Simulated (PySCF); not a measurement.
Species: GeH7NSSi.
Geometry (PBE0-D3(BJ)/def2-SVP, Å), atoms numbered from 1 in this order:
```xyz
11
GeH7NSSi angstrom
N     -1.2565    0.5522   -0.7806
Ge    -1.1794   -0.6657    0.5835
S      0.7673   -0.2949    1.6021
Si     1.8858    0.2172   -0.1682
H     -1.4928    1.5073   -0.5286
H     -1.7813    0.2702   -1.6032
H     -2.2569   -0.5304    1.6777
H     -1.2179   -2.0493   -0.0871
H      1.6011   -0.7289   -1.2868
H      3.3161    0.0744    0.2384
H      1.6627    1.6213   -0.6154
```

Computed, not measured: core-valence-separated Tamm–Dancoff BHandHLYP/aug-pcX-1 (pcseg-1 on H, def2-SVPD on Ge, def2-SVPD on Si, def2-SVPD on S) in PySCF, non-relativistic, gas phase, PBE0-D3(BJ)/def2-SVP geometry. Absolute energies from this functional tend to lie a few eV below measured edges; no shift was applied.

The lowest roots of each edge with f over 0.003 (five at most, numbered afresh; weaker and dark ones are left out), with transition dipoles (au) in the frame of the coordinates:

| root | edge | E (eV) | f | μx | μy | μz |
| --- | --- | --- | --- | --- | --- | --- |
| 1 | N | 398.93 | 0.0084 | 0.0272 | 0.0044 | -0.0098 |
| 2 | N | 399.94 | 0.0360 | -0.0132 | 0.0320 | -0.0498 |
| 3 | N | 400.17 | 0.0291 | 0.0177 | 0.0482 | 0.0181 |
| 4 | N | 400.56 | 0.0154 | -0.0174 | 0.0176 | 0.0310 |
| 5 | N | 401.36 | 0.0061 | 0.0109 | -0.0181 | 0.0131 |

Molecules are fixed in this frame and the field points along (1, 0, −1)/√2. What effective strengths 3 f cos²θ do the roots have (θ between field and μ)?

root 1 (N1): 0.020, root 2 (N1): 0.020, root 3 (N1): 0.000, root 4 (N1): 0.034, root 5 (N1): 0.000. Root 4 is the strongest. Averaged over all orientations cos²θ is 1/3, which gives f back.

 Relativistic effects, spin–orbit coupling among them, are left out although an element past zinc is present.

The run took 15 s of wall time on an Intel Xeon at 2.50 GHz with one thread, no GPU, shared host with 64 logical CPUs at a one-minute load of 64, and the process peaked at 0.66 GiB of memory.

One conformer stands for the species.
